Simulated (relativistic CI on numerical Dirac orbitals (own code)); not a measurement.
A reference radial Dirac CI calculation of Sr IV gave the lowest total energy -3173.10259 Ha in 33 SCF steps, from this input:

```
atom Sr  Z=38  charge=3  electrons=35
nucleus A=88  rms_radius_fm=4.2240
hamiltonian dirac-coulomb  breit=on  qed=on  c_scale=1
orbitals kli  potential=per-configuration
slater_scale 1
correlation none
mixing on
grid step=0.0125 r_max=37.3
scf mixing=0.4 start=green max_iterations=150 tolerance=2e-08 node_fill=0.05
configurations
  [Ar] 3d10 4s2 4p5
  [Ar] 3d10 4s 4p6
  [Ar] 3d10 4s2 4p4 4d
end
```

One setting was then changed, and the output read:

```
SCF 1: [Ar] 3d10 4s2 4p5
 iter      energy (Ha)   residual   last orbital (Ha)
    1     -3157.686656   2.45e+00     -3.49995
    2     -3173.615112   8.77e-01     -2.49396
    3     -3175.901004   1.13e-01     -2.04890
    4     -3175.941032   6.27e-02     -2.08805
    5     -3175.948786   7.18e-03     -2.05929
    6     -3175.949112   4.69e-04     -2.06526
    7     -3175.949164   6.02e-04     -2.06515
    8     -3175.949146   3.78e-05     -2.06482
    9     -3175.949147   1.65e-05     -2.06483
   10     -3175.949148   9.16e-08     -2.06483
   11     -3175.949148   1.73e-09     -2.06483
SCF 2: [Ar] 3d10 4s 4p6
 iter      energy (Ha)   residual   last orbital (Ha)
    1     -3156.804943   2.45e+00     -3.49995
    2     -3172.790727   8.71e-01     -2.47979
    3     -3175.056734   1.14e-01     -2.03276
    4     -3175.095111   6.16e-02     -2.07334
    5     -3175.102529   5.14e-03     -2.04519
    6     -3175.102725   7.11e-04     -2.04970
    7     -3175.102782   5.10e-04     -2.04980
    8     -3175.102768   3.17e-05     -2.04949
    9     -3175.102769   1.44e-05     -2.04950
   10     -3175.102770   8.51e-07     -2.04950
   11     -3175.102770   9.28e-09     -2.04950
SCF 3: [Ar] 3d10 4s2 4p4 4d
 iter      energy (Ha)   residual   last orbital (Ha)
    1     -3156.809030   2.44e+00     -2.11489
    2     -3172.722648   8.64e-01     -1.36390
    3     -3174.942583   1.09e-01     -1.09772
    4     -3174.979738   6.02e-02     -1.12063
    5     -3174.986309   2.13e-03     -1.10565
    6     -3174.986351   8.54e-04     -1.10695
    7     -3174.986400   2.43e-04     -1.10713
    8     -3174.986393   4.59e-05     -1.10703
    9     -3174.986394   1.00e-05     -1.10705
   10     -3174.986394   8.52e-07     -1.10705
   11     -3174.986394   1.64e-08     -1.10705
orbital energies (Ha): 3s -13.7135  3p1/2 -11.1129  3p3/2 -10.7281  3d3/2 -6.1661  3d5/2 -6.0990  4s -2.7671  4p1/2 -2.1107  4p3/2 -2.0648
configuration averages (Ha): Dirac-Coulomb, Breit, QED
  4s2 4p5                      -3175.949148    1.716992    1.150683
  4s 4p6                       -3175.102770    1.717038    1.149326
  4s2 4p4 4d                   -3174.986394    1.715810    1.150723
levels: no., configuration, term, J, E (cm-1), weight
   1 4s2 4p5                2P*  3/2              0.0  1.00
   2 4s2 4p5                2P*  1/2           9803.5  1.00
   3 4s 4p6                 2S   1/2         144583.5  0.66
   4 4s2 4p4 4d             4D   7/2         181117.9  0.95
   5 4s2 4p4 4d             4D   5/2         181286.8  0.93
   6 4s2 4p4 4d             4D   3/2         182197.0  0.93
   7 4s2 4p4 4d             4D   1/2         183330.5  0.94
   8 4s2 4p4 4d             4F   9/2         192557.2  0.94
   9 4s2 4p4 4d             4F   7/2         196173.0  0.86
  10 4s2 4p4 4d             2P   1/2         198123.2  0.87
  11 4s2 4p4 4d             4F   5/2         198932.8  0.96
  12 4s2 4p4 4d             4F   3/2         200053.7  0.95
  13 4s2 4p4 4d             4P   1/2         201628.3  0.92
  14 4s2 4p4 4d             4P   3/2         201899.7  0.60
lowest total energy -3173.096362 Ha
end: converged
```

Task: Which setting was changed?
A. SCF mixing
B. nuclear radius
C. charge
D. configuration list

Result: B. The nuclear radius 4.6464 fm.
